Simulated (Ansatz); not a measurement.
AsH2(NMe2) (C₂H₈AsN). Total charge 0; triplet. Geometry B3LYP-D4/def2-SVP, that of the neutral singlet; atoms count from 1.

```xyz
12

As   -1.617   -0.999    0.401
H    -1.440   -0.514    1.866
H    -2.601    0.140    0.118
N    -0.159   -0.150   -0.397
C     0.109    1.226   -0.036
C     1.038   -0.966   -0.495
H     0.504    1.346    0.999
H    -0.807    1.831   -0.114
H     0.857    1.657   -0.727
H     0.781   -1.991   -0.805
H     1.715   -0.547   -1.261
H     1.619   -1.034    0.452
```

At PBE0-D4/def2-TZVP a singlet of charge 0 lies 4.64 eV below the triplet at the same geometry.

Question: Estimate the Mulliken populations from the PBE0/def2-TZVP orbitals of Ansatz.

Answer: 
```json
{"atom": "As1", "charge (e)": "-0.54", "spin (α − β)": "0.87"}
{"atom": "H2", "charge (e)": "0.07", "spin (α − β)": "0.09"}
{"atom": "H3", "charge (e)": "0.03", "spin (α − β)": "0.03"}
{"atom": "N4", "charge (e)": "0.25", "spin (α − β)": "0.66"}
{"atom": "C5", "charge (e)": "-0.30", "spin (α − β)": "-0.01"}
{"atom": "C6", "charge (e)": "-0.29", "spin (α − β)": "-0.05"}
{"atom": "H7", "charge (e)": "0.14", "spin (α − β)": "0.12"}
{"atom": "H8", "charge (e)": "0.12", "spin (α − β)": "0.06"}
{"atom": "H9", "charge (e)": "0.13", "spin (α − β)": "0.02"}
{"atom": "H10", "charge (e)": "0.13", "spin (α − β)": "0.05"}
{"atom": "H11", "charge (e)": "0.14", "spin (α − β)": "0.04"}
{"atom": "H12", "charge (e)": "0.13", "spin (α − β)": "0.12"}
```
Mulliken values depend strongly on the basis.

Question: Where does the spin sit?

Answer: Summed by element: As 0.87, H 0.53, N 0.66, C -0.06, of 2 unpaired in all. Largest on single atoms: As1 0.87, N4 0.66, H12 0.12.

Question: And the Mayer bond orders between heavy atoms (over 0.3)?

Answer: N4–C5 0.96 (1.45 Å); N4–C6 0.99 (1.45 Å).
